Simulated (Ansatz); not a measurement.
Reaction (redistribution): `[CH3][Al]([SiH3])[Br]` + `OBCCO` → `[CH3][Al]([SiH3])[CH2]O` + `OBCBr`

Computed with Ansatz on PBE0-D4/def2-TZVP structures; ΔE is electronic, products minus reactants. CCSD(T)/CBS is the MP2 limit (def2-TZVPP, def2-QZVPP) plus CCSD(T) − MP2 in def2-TZVPP, frozen cores. For Br outer-core shells are correlated without core-valence functions, which leaves a few kJ/mol of doubt a bond. Scalar relativity is left out up to krypton. One conformer a species, not always the lowest.

```tsv
species	MP2/def2-TZVPP energy (Eh)
`[CH3][Al]([SiH3])[Br]`	-3145.39414
`OBCCO`	-255.30181
`[CH3][Al]([SiH3])[CH2]O`	-687.55027
`OBCBr`	-2713.06269
```

Q: Work out ΔE.

A: ΔE = (-687.55027) + (-2713.06269) − (-3145.39414) − (-255.30181) = 0.08299 Eh = +217.9 kJ/mol. CCSD(T)/CBS gives +215.0 kJ/mol.

Largest T1 diagnostic among the species: 0.012.

In def2-TZVPP, CCSD(T) changes the Hartree–Fock value by −18.8 kJ/mol (the triples alone add −2.9 kJ/mol) and MP2 by −13.6 kJ/mol. From PBE to PBE0 (25 % exact exchange), in def2-TZVPP and without D4, ΔE moves by +10.5 kJ/mol.
